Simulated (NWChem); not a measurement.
System: BGeH₅; SMILES [BH2][GeH3]

```xyz
7

B      0.0071    -1.7260     0.0015
Ge     0.0100     0.3324     0.0092
H     -1.3959     0.9508     0.1375
H      0.9112     0.9446     1.0993
H      0.5802     0.7874    -1.3557
H      0.9702    -2.3490     0.3798
H     -0.9408    -2.3429    -0.4222
```
Atoms are numbered in this order, from 1.

All runs: NWChem. Pople sets run with spherical d functions. Coordinates come from a PBE0/def2-SVP optimisation. Vzz is the largest principal value of the second derivative of the potential at the nucleus (NWChem prints the opposite sign); η is the asymmetry. Non-relativistic.

```tsv
level	Vzz B1 (a.u.)	η B1	Vzz Ge2 (a.u.)	η Ge2	relative time
B3LYP/cc-pVTZ	0.652	0.10	-0.491	0.25	20
B3LYP/6-31G*	0.586	0.11	-0.392	0.16	1
PBE/6-31G*	0.572	0.13	-0.347	0.26	1
PBE/def2-SVP	0.570	0.06	-0.466	0.23	1
```

The last column is a rough cost ratio, cheapest run = 1.
